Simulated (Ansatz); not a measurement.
The cluster Ni₂Br₄, relaxed as a triplet with UKS PBE0-D4/def2-SVP in Ansatz, starting from the PBE0-D4/def2-SVP geometry of the neutral singlet. Force threshold 0.02 eV/Å.

The charge 0 triplet is spin-contaminated (final ⟨S²⟩ up to 2.93, 2.00 for a pure state). The relaxation made no stability test and no search for a lower SCF solution. At PBE0-D4/def2-SVP a quintet of charge 0 lies 0.55 eV below the triplet, each at its own geometry. Another isomer (singlet) lies 0.05 eV lower at PBE0-D4/def2-TZVP.

Start:

```xyz
6

Ni    1.3387   -0.4411   -0.1721
Ni   -1.3502    0.3400    0.2782
Br    3.3111    0.5182   -0.3450
Br   -0.6363   -1.6534   -0.5458
Br   -3.1748    0.6724   -0.9054
Br    0.5115    0.5639    1.6901
```

Q: Estimate the energy that the relaxation releases and the steps that it takes.

A: 0.41 eV, in 13 steps; 4.4 min on 4 threads of Intel Xeon Platinum 8559C on a shared host. No frequencies were taken in this run, so the end may be a saddle point.

Q: Does the start keep its bonding?

A: By distances, no bond broke or formed. The bond that changes most is Ni1–Br6, from 2.27 to 2.42 Å (atoms count from 1).

Q: Predict the relaxed structure.

A: 
Cartesian coordinates in Å:
```
Ni 1.600 -0.364 0.165
Ni -1.601 0.225 0.200
Br 3.756 -0.123 -0.374
Br -0.244 -1.254 -1.087
Br -3.703 0.498 -0.471
Br 0.192 1.018 1.567
```
Bond lengths (bridged metal pairs left out): 6 × Br–Ni 2.22 to 2.42 Å.
